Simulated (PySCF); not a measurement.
**Working out the ionisation energy of Se**

Se [Ar] 3d10 4s2 4p4 (3P) → Se+ [Ar] 3d10 4s2 4p3 (4S). All numbers are calculated (PySCF 2.14, a scalar-relativistic core potential, in aug-cc-pVDZ-PP with ECP10MDF (5s4p3d, 32 functions)). Frozen: 3s2 3p6 3d10. Energies in hartree (1 hartree = 27.21139 eV):

| part | Se (lower) | Se+ (upper) |
| --- | --- | --- |
| UHF | -371.846027 | -371.533250 |
| CCSD correlation | -0.092091 | -0.072411 |
| (T) | -0.001516 | -0.000817 |

Question: What does Hartree-Fock give?

Answer: (-371.533250) − (-371.846027) = 0.312777 hartree = 8.511 eV.

Question: What do CCSD and CCSD(T) give?

Answer: The CCSD correlation energies differ by 0.019680 hartree = 0.536 eV and the triples by 0.000699 hartree = 0.019 eV, so CCSD gives 9.047 eV and CCSD(T) 9.066 eV.

Measured between the centres of the two terms (NIST): 9.635 eV, so CCSD(T) (valence) is off by -0.569 eV.

A double-zeta basis recovers only part of the correlation energy.

What remains against the reference includes basis incompleteness, the frozen core and higher excitations.
